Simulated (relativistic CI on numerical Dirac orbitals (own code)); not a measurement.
# Mo²³⁺: computed level list

Calculated at this level of theory: Dirac-Coulomb-Breit CI, KLI orbitals optimised for each configuration, QED by a radiative potential, unscaled Slater integrals (own radial code, finite nucleus).

CI space (outside the closed core [Ne]): 3s²3p⁶3d, 3s²3p⁵3d², 3s3p⁶3d², 3s²3p⁶4s, 3s²3p⁶4p, 3s²3p⁶4d, 3s²3p⁶4f, 3s²3p⁵3d4s, 3s²3p⁵3d4p, 3s²3p⁵3d4d, 3s3p⁶3d4s, 3s²3p⁶5s, 3p⁶3d²4p, 3s3p⁶3d4p, 3s²3p⁵3d4f, 3s²3p⁶5p, 3s²3p⁶5d, 3s3p⁶3d4d, 3s²3p⁶5f, 3s²3p⁶5g, 3s3p⁶3d4f, 3p⁶3d³, 3p⁵3d⁴, 3p⁶3d²4s, 3p⁵3d³4s, 3p⁶3d²4d, 3p⁵3d³4d. Double excitations out of closed p, d and f shells are left out; levels of such configurations are missing from the list, as are those of other unlisted configurations, and high levels can miss mixing partners. These lack a partner that the ground configuration has and come out too high: 3s²3p⁵3d4p, 3s²3p⁵3d4f.

The lowest level is 3s²3p⁶3d ²D3/2, with 100 % of that term; Hund's rules for 3s²3p⁶3d give ²D with J = 3/2, in agreement.

```
No.  Configuration  Term     J  E (cm⁻¹)    %  Next component (%)  Lifetime (s)            jj configuration (%)
  1       3s²3p⁶3d    ²D   3/2         0  100                                                       3d3/2 (100)
  2       3s²3p⁶3d    ²D   5/2     36854  100                          1.86e-03                     3d5/2 (100)
  3      3s²3p⁵3d²   ⁴D°   1/2    910523   96               3 ²P°      2.75e-07            3p3/2^3 3d3/2^2 (71)
  4      3s²3p⁵3d²   ⁴D°   3/2    919098   83              10 ⁴F°      1.25e-06            3p3/2^3 3d3/2^2 (67)
  5      3s²3p⁵3d²   ⁴D°   5/2    937516   71              22 ⁴F°      2.87e-07        3p3/2^3 3d3/2 3d5/2 (64)
  6      3s²3p⁵3d²   ⁴D°   7/2    960518   47              31 ⁴F°      3.35e-07        3p3/2^3 3d3/2 3d5/2 (67)
  7      3s²3p⁵3d²   ²F°   5/2    971497   28              18 ⁴G°      2.98e-09            3p3/2^3 3d3/2^2 (61)
  8      3s²3p⁵3d²   ⁴G°   7/2    974869   36              29 ⁴D°      1.64e-06            3p3/2^3 3d3/2^2 (66)
  9      3s²3p⁵3d²   ⁴G°   9/2    977073   77              15 ⁴F°      1.15e-02        3p3/2^3 3d3/2 3d5/2 (95)
 10      3s²3p⁵3d²   ⁴G°  11/2    987891   96               4 ²H°      3.59e-02            3p3/2^3 3d5/2^2 (61)
 11      3s²3p⁵3d²   ⁴P°   5/2    999787   63              18 ²F°      7.37e-08        3p3/2^3 3d3/2 3d5/2 (87)
 12      3s²3p⁵3d²   ²D°   3/2   1000918   43              21 ⁴F°      3.87e-10        3p3/2^3 3d3/2 3d5/2 (58)
 13      3s²3p⁵3d²   ⁴P°   3/2   1009019   63              13 ⁴F°      7.39e-10            3p3/2^3 3d3/2^2 (51)
 14      3s²3p⁵3d²   ²G°   7/2   1023625   48              26 ⁴F°      2.27e-08        3p3/2^3 3d3/2 3d5/2 (89)
 15      3s²3p⁵3d²   ⁴P°   1/2   1033795   58              25 ²P°      8.76e-07        3p3/2^3 3d3/2 3d5/2 (85)
 16      3s²3p⁵3d²   ²D°   5/2   1039804   61              17 ²F°      7.73e-10            3p3/2^3 3d5/2^2 (80)
 17      3s²3p⁵3d²   ⁴F°   9/2   1039962   66              30 ²G°      3.48e-04            3p3/2^3 3d5/2^2 (69)
 18      3s²3p⁵3d²   ²F°   7/2   1058034   59              27 ⁴D°      2.74e-10        3p3/2^3 3d3/2 3d5/2 (78)
 19      3s²3p⁵3d²   ²H°  11/2   1060609   96               4 ⁴G°      1.03e-03        3p3/2^3 3d3/2 3d5/2 (61)
 20      3s²3p⁵3d²   ⁴F°   3/2   1062973   32              29 ²P°      3.01e-10        3p3/2^3 3d3/2 3d5/2 (71)
 21      3s²3p⁵3d²   ⁴D°   5/2   1064698   27              27 ²F°      1.62e-10        3p3/2^3 3d3/2 3d5/2 (66)
 22      3s²3p⁵3d²   ²F°   7/2   1077146   59              27 ⁴D°      9.28e-11            3p3/2^3 3d5/2^2 (69)
 23      3s²3p⁵3d²   ²P°   1/2   1083054   71              21 ⁴P°      3.08e-10            3p3/2^3 3d5/2^2 (85)
 24      3s²3p⁵3d²   ⁴G°   5/2   1099853   50              28 ²F°      6.23e-11      3p1/2 3p3/2^4 3d3/2^2 (42)
 25      3s²3p⁵3d²   ²G°   9/2   1110589   51              48 ²H°      4.26e-04        3p3/2^3 3d3/2 3d5/2 (68)
 26      3s²3p⁵3d²   ²D°   3/2   1116735   49              32 ⁴D°      7.27e-11        3p3/2^3 3d3/2 3d5/2 (48)
 27      3s²3p⁵3d²   ⁴D°   5/2   1141543   45              29 ⁴F°      5.87e-11  3p1/2 3p3/2^4 3d3/2 3d5/2 (41)
 28      3s²3p⁵3d²   ⁴D°   7/2   1154657   36              35 ²G°      6.42e-11            3p3/2^3 3d5/2^2 (48)
 29      3s²3p⁵3d²   ²D°   3/2   1167153   40              30 ²P°      2.08e-10            3p3/2^3 3d5/2^2 (54)
 30      3s²3p⁵3d²   ⁴D°   1/2   1175918   69              16 ²P°      2.62e-11      3p1/2 3p3/2^4 3d3/2^2 (33)
```

Energies count from the lowest computed level; ° marks odd parity; lifetimes are radiative, by E1, M1, E2, M2, E3 decay to levels of this space only. Filled j subshells are mostly left out of the jj labels.

The mean weight of the leading LS term, summed over parents, in these 30 levels is 61 %, and that of the leading jj configuration (from the same eigenvectors) 68 %.

At this charge energies of transitions that change n are usually good to better than 1 %, and those within a shell (Δn = 0) to a few per cent.

LS names give the leading component of a level, which can be under half, so a name can repeat, a term be missing and a line seem to break the LS rules.
